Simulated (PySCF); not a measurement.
CH$_{3}$AlF (SMILES [CH3][Al+][F]), charge +1, singlet, at a GFN2-xTB geometry (such geometries of metal compounds can be far from the true shape); BLYP/STO-3G (PySCF).

Here is a job for PySCF.
```python
from pyscf import gto, scf, dft

mol = gto.M(
    atom='''
Al   -0.001838   -0.108731    0.073635
C     0.025517    1.509313   -1.022131
H    -0.688191    2.231931   -0.605840
H    -0.259533    1.247208   -2.049214
H     1.039175    1.930213   -1.008245
F    -0.024517   -1.450191    0.982093
''',
    basis='sto-3g',
    charge=1,
    spin=0,
    verbose=4,
)

mf = dft.RKS(mol)
mf.xc = 'blyp'
mf.kernel()
```

Task: What does PySCF print? Leave out banner, timings and long lists.

Result: 
```
PySCF version 2.14.0

[INPUT] verbose = 4
[INPUT] num. atoms = 6
[INPUT] num. electrons = 30
[INPUT] charge = 1
[INPUT] spin (= nelec alpha-beta = 2S) = 0
[INPUT] symmetry False subgroup None
[INPUT] Mole.unit = angstrom
[INPUT] Symbol           X                Y                Z      unit          X                Y                Z       unit  Magmom
[INPUT]  1 Al    -0.001838000000  -0.108731000000   0.073635000000 AA   -0.003473316617  -0.205471811250   0.139149983182 Bohr   0.0
[INPUT]  2 C      0.025517000000   1.509313000000  -1.022131000000 AA    0.048220141521   2.852188206246  -1.931547653428 Bohr   0.0
[INPUT]  3 H     -0.688191000000   2.231931000000  -0.605840000000 AA   -1.300492511391   4.217738318927  -1.144871675306 Bohr   0.0
[INPUT]  4 H     -0.259533000000   1.247208000000  -2.049214000000 AA   -0.490446290287   2.356881540367  -3.872453230624 Bohr   0.0
[INPUT]  5 H      1.039175000000   1.930213000000  -1.008245000000 AA    1.963756145495   3.647573932075  -1.905306916462 Bohr   0.0
[INPUT]  6 F     -0.024517000000  -1.450191000000   0.982093000000 AA   -0.046330415396  -2.740463818309   1.855886798852 Bohr   0.0

nuclear repulsion = 88.55143742587
number of shells = 14
number of NR pGTOs = 66
number of NR cGTOs = 22
basis = sto-3g
ecp = {}

******** <class 'pyscf.dft.rks.RKS'> ********
method = RKS
initial guess = minao
damping factor = 0
level_shift factor = 0
DIIS = <class 'pyscf.scf.diis.CDIIS'>
diis_start_cycle = 1
diis_space = 8
diis_damp = 0
SCF conv_tol = 1e-09
SCF conv_tol_grad = None
SCF max_cycles = 50
direct_scf = True
direct_scf_tol = 1e-13
XC library pyscf.dft.libxc version 7.1.2
    S. Lehtola, C. Steigemann, M. J. T. Oliveira, and M. A. L. Marques,  SoftwareX 7, 1–5 (2018)
XC functionals = blyp
    A. D. Becke,  Phys. Rev. A 38, 3098 (1988)
    C. Lee, W. Yang, and R. G. Parr,  Phys. Rev. B 37, 785 (1988)
    B. Miehlich, A. Savin, H. Stoll, and H. Preuss,  Chem. Phys. Lett. 157, 200 (1989)
radial grids:
    Treutler-Ahlrichs [JCP 102, 346 (1995); DOI:10.1063/1.469408] (M4) radial grids

becke partition: Becke, JCP 88, 2547 (1988); DOI:10.1063/1.454033
pruning grids: <function nwchem_prune>
grids dens level: 3
symmetrized grids: False
atomic radii adjust function: <function treutler_atomic_radii_adjust>
small_rho_cutoff = 0
Set gradient conv threshold to 3.16228e-05
Initial guess from minao.
tot grids = 76984
init E= -377.072316153073
  HOMO = -0.351243273825018  LUMO = -0.0566327703363987  gap/eV = 8.01676
cycle= 1 E= -376.938383964734  delta_E= 0.134  |g|= 0.618  |ddm|= 3.01
  HOMO = -0.307796462057097  LUMO = -0.121616881507511  gap/eV = 5.06620
cycle= 2 E= -372.36681614438  delta_E= 4.57  |g|= 4.21  |ddm|= 4.35
  HOMO = -0.428643660390603  LUMO = -0.178666867791279  gap/eV = 6.80221
cycle= 3 E= -377.029310152752  delta_E= -4.66  |g|= 0.475  |ddm|=  3.3
  HOMO = -0.409324165258278  LUMO = -0.201547954113557  gap/eV = 5.65388
cycle= 4 E= -377.088301517724  delta_E= -0.059  |g|= 0.261  |ddm|= 0.824
  HOMO = -0.432015902966762  LUMO = -0.199260822984359  gap/eV = 6.33359
cycle= 5 E= -377.110201814819  delta_E= -0.0219  |g|= 0.0516  |ddm|= 0.275
  HOMO = -0.441939730669897  LUMO = -0.200971161000725  gap/eV = 6.55709
cycle= 6 E= -377.111158670661  delta_E= -0.000957  |g|= 0.00451  |ddm|= 0.074
  HOMO = -0.440405735784972  LUMO = -0.200266977338541  gap/eV = 6.53451
cycle= 7 E= -377.111168904531  delta_E= -1.02e-05  |g|= 0.000632  |ddm|= 0.0102
  HOMO = -0.440535243916404  LUMO = -0.200315900778544  gap/eV = 6.53670
cycle= 8 E= -377.111169065291  delta_E= -1.61e-07  |g|= 8.51e-05  |ddm|= 0.000895
  HOMO = -0.440544927702346  LUMO = -0.200314680847357  gap/eV = 6.53700
cycle= 9 E= -377.111169067965  delta_E= -2.67e-09  |g|= 3.18e-06  |ddm|= 0.000113
  HOMO = -0.440545592088444  LUMO = -0.200314719336666  gap/eV = 6.53702
cycle= 10 E= -377.111169067969  delta_E= -4.09e-12  |g|= 4.45e-07  |ddm|= 5.33e-06
  HOMO = -0.440545332081824  LUMO = -0.200314700130243  gap/eV = 6.53701
Extra cycle  E= -377.111169067969  delta_E= 4.55e-13  |g|= 1.22e-06  |ddm|= 2.24e-06
converged SCF energy = -377.111169067969
```
